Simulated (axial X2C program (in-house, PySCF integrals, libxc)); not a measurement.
Bond lengths and stretching modes, held linear, of InNC⁻

Calculated with an axial X2C code built on PySCF integrals: two-component X2C with atomic mean-field Coulomb and Gaunt terms, Gaussian nuclei, basis In dyall-v3z, N dyall-av3z, C dyall-v3z with contracted cores. Spin-free rows use the one-electron spin-free X2C Hamiltonian.

Masses In 114.904, N 14.003, C 12.000 u. States: 2c Ω = 1/2 (beyond evenly filled blocks: ω = 1/2); spin-free M_S = 1/2, Λ = 1 (beyond evenly filled blocks: π+α).

MP2, spin-free: energies above the lowest point

| r(In–N) (Å) | r(N–C) (Å) | E (meV) |
| --- | --- | --- |
| 2.2513 | 1.1417 | 107.95 |
| 2.2513 | 1.1710 | 10.74 |
| 2.2513 | 1.2003 | 6.52 |
| 2.3090 | 1.1417 | 102.57 |
| 2.3090 | 1.1710 | 4.97 |
| 2.3090 | 1.2003 | 0.00 |
| 2.3090 | 1.2296 | 74.42 |
| 2.3667 | 1.1417 | 113.06 |
| 2.3667 | 1.1710 | 15.04 |
| 2.3667 | 1.2003 | 9.40 |
| 2.4245 | 1.1710 | 37.16 |
| 2.4245 | 1.2296 | 102.39 |

Fit a quadratic surface with cubic terms in each bond: where is the minimum, and what are the two stretching wavenumbers?

At MP2, spin-free: bonds 2.301 and 1.187 Å; harmonic stretches 248.0 and 2058.1 cm⁻¹; force constants 0.781, 15.9 and coupling -0.08 mdyn/Å.

The other levels and Hamiltonians give:

```tsv
Hamiltonian	level	r(In–N) (Å)	r(N–C) (Å)	lower stretch (cm⁻¹)	upper stretch (cm⁻¹)
2c	PBE0	2.305	1.170	246.6	2150.0
2c	HF	2.329	1.150	236.7	2311.9
2c	LDA	2.247	1.175	265.1	2088.0
2c	MP2	2.305	1.187	245.5	2059.4
spin-free	PBE0	2.301	1.170	249.4	2149.5
spin-free	HF	2.324	1.150	240.2	2311.8
spin-free	LDA	2.243	1.175	267.5	2086.8
```

Each state is one determinant, the lowest of a limited PBE0 search; the stretches come from a fit to these few points and carry an uncertainty of a few per cent. Other orders of the atoms were not compared. MP2 freezes inner shells (threshold -2 hartree). For an anion the highest level of a functional can be positive, and the basis then holds the extra electron. The molecule was held linear; bending was not examined, so a bent shape may lie lower. Note: functional without a current term on a determinant with orbital currents, of the molecule or an atom.
